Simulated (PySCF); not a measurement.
Si(H)(I)(Me)2 (C₂H₇ISi), SMILES [SiH](C)(C)I.

Geometry optimised at B3LYP-D3(BJ)/def2-SVP. The def2 effective core potentials stand for the cores of I; spin–orbit coupling is left out.

Calculation: TDA-PBE/def2-SVPD run with PySCF.

Vertical excitations.  State labels are in the subgroup Cs.

Computed UV-visible absorptions:
```tsv
state	symmetry	energy (eV)	λ (nm)	f	main pairs
S1	A'	5.26	236	0.009	HOMO→LUMO 99 %
S2	A"	5.27	235	0.007	HOMO−1→LUMO 99 %
S3	A"	6.05	205	0.059	HOMO−1→LUMO+1 99 %
S4	A'	6.06	205	0.041	HOMO→LUMO+1 98 %
S5	A"	6.39	194	0.006	HOMO→LUMO+2 99 %
S6	A'	6.48	191	0.007	HOMO−1→LUMO+2 90 %
S7	A"	6.69	185	0.003	HOMO−1→LUMO+3 98 %
S8	A'	6.73	184	0.012	HOMO→LUMO+3 95 %
S9	A'	6.94	179	0.052	HOMO→LUMO+4 88 %
S10	A"	6.96	178	0.033	HOMO−1→LUMO+4 93 %
T1	A'	4.85	256	0	HOMO→LUMO 100 %
T2	A"	4.86	255	0	HOMO−1→LUMO 100 %
T3	A'	5.92	209	0	HOMO→LUMO+1 97 %
T4	A"	5.96	208	0	HOMO−1→LUMO+1 99 %
```
Triplets are in the Tamm–Dancoff approximation.
